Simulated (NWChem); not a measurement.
System: ZnHI; SMILES [I][ZnH]

Input file for NWChem:

```
start job
memory heap 200 mb stack 900 mb global 1100 mb
geometry units angstroms noautosym nocenter noautoz
  Zn     0.000000     0.000000    -1.495117
  H      0.000000     0.000000    -3.031335
  I      0.000000     0.000000     0.943108
end
basis spherical
  * library def2-svpd
end
ecp
  I library def2-ecp
end
dft
  xc xwpbe 0.80 cpbe96 1.0 hfexch 1.00
  cam 0.2 cam_alpha 0.2 cam_beta 0.8
  iterations 150
end
tddft
  nroots 8
  notriplet
end
task tddft energy
```

Excerpt of the output:

```
             Northwest Computational Chemistry Package (NWChem) 7.3.0
             --------------------------------------------------------

                             Geometry "geometry" -> ""
                             -------------------------

 Output coordinates in angstroms (scale by  1.889725989 to convert to a.u.)

  No.       Tag          Charge          X              Y              Z
 ---- ---------------- ---------- -------------- -------------- --------------
    1 Zn                  30.0000     0.00000000     0.00000000    -1.49511700
    2 H                    1.0000     0.00000000     0.00000000    -3.03133500
    3 I                   53.0000     0.00000000     0.00000000     0.94310800

 Effective nuclear repulsion energy (a.u.)     362.4744617651

 Summary of "ao basis" -> "ao basis" (spherical)
 ------------------------------------------------------------------------------
       Tag                 Description            Shells   Functions and Types
 ---------------- ------------------------------  ------  ---------------------
 Zn                        def2-svpd                12       34   5s4p2d1f
 H                         def2-svpd                 4        8   2s2p
 I                         def2-svpd                13       35   5s5p3d

            General Information
            -------------------
          SCF calculation type: DFT
          Wavefunction type:  closed shell.
          No. of atoms     :     3
          No. of electrons :    56
           Alpha electrons :    28
            Beta electrons :    28
          Charge           :     0
          Spin multiplicity:     1
          Use of symmetry is: off; symmetry adaption is: off
          Maximum number of iterations: 150
          AO basis - number of functions:    77
                     number of shells:    29
          Convergence on energy requested:  1.00D-06
          Convergence on density requested:  1.00D-05
          Convergence on gradient requested:  5.00D-04

              XC Information
              --------------
                     Hartree-Fock (Exact) Exchange  1.000
                     LC-wPBE(h)Exchange Functional  0.800
            Perdew 1991 LDA Correlation Functional  1.000 local
           PerdewBurkeErnz. Correlation Functional  1.000 non-local

[...]

                                NWChem TDDFT Module
                                -------------------

            General Information
            -------------------
           No. of orbitals :     154
            Alpha orbitals :      77
             Beta orbitals :      77
        Alpha frozen cores :       0
         Beta frozen cores :       0
     Alpha frozen virtuals :       0
      Beta frozen virtuals :       0
         Spin multiplicity :       1
    Number of AO functions :      77
        Use of symmetry is : off
      Symmetry adaption is : off
         Schwarz screening :  0.10D-07

              XC Information
              --------------
              Hartree-Fock (Exact) Exchange   1.00
              LC-wPBE(h)Exchange Functional   0.80
     Perdew 1991 LDA Correlation Functional   1.00 local
    PerdewBurkeErnz. Correlation Functional   1.00 non-local
           Alpha           :  0.20
           Beta            :  0.80
           Gamma           :  0.20

             TDDFT Information
             -----------------
          Calculation type : TDDFT
         Wavefunction type : Restricted singlets
          No. of electrons :      56
           Alpha electrons :      28
            Beta electrons :      28
              No. of roots :       8
          Max subspacesize :    5600
            Max iterations :     100
               Target root :       1
           Target symmetry : none
      Symmetry restriction : off
                 Algorithm : Optimal
        Davidson threshold :  0.10D-03

    8 smallest eigenvalue differences (eV)
--------------------------------------------------------
  No. Spin  Occ  Vir  Irrep   E(Occ)    E(Vir)   E(Diff)
--------------------------------------------------------
    1    1   28   29 a        -0.349     0.025    10.175
    2    1   27   29 a        -0.349     0.025    10.175
    3    1   28   30 a        -0.349     0.025    10.175
    4    1   27   30 a        -0.349     0.025    10.175
    5    1   28   31 a        -0.349     0.027    10.235
    6    1   27   31 a        -0.349     0.027    10.235
    7    1   26   29 a        -0.386     0.025    11.170
    8    1   26   30 a        -0.386     0.025    11.170
--------------------------------------------------------

  Entering Davidson iterations
  Restricted singlet excited states

  Iter   NTrls   NConv    DeltaV     DeltaE      Time
  ----  ------  ------  ---------  ---------  ---------
    1      8       0     0.18E+00   0.10+100       13.4
    2     24       0     0.65E-01   0.14E-01       20.3
    3     40       0     0.33E-01   0.37E-02       19.9
    4     56       0     0.81E-02   0.62E-03       19.7
    5     72       1     0.29E-02   0.65E-04       19.8
    6     86       3     0.80E-03   0.51E-05       18.9
    7     96       7     0.20E-03   0.30E-06       11.6
    8     98       8     0.75E-04   0.12E-07        8.1
  ----  ------  ------  ---------  ---------  ---------
  Convergence criterion met

  Ground state a       -2077.268692919131 a.u.

  ----------------------------------------------------------------------------
  Root   1 singlet a              0.213287399 a.u.                5.8038 eV
  ----------------------------------------------------------------------------
     Transition Moments    X -0.31844   Y -0.41269   Z -0.00000
     Dipole Oscillator Strength                    0.0386359337
     Electric Quadrupole                           0.0000000541
     Magnetic Dipole                               0.0000000292
     Total Oscillator Strength                     0.0386360170

[...]
```

Level: LRC-wPBEh/def2-SVPD with def2 effective core potentials on I, full TDDFT. Geometry: optimised at PBE0/def2-SVP. def2 effective core potentials on I; no spin-orbit coupling.
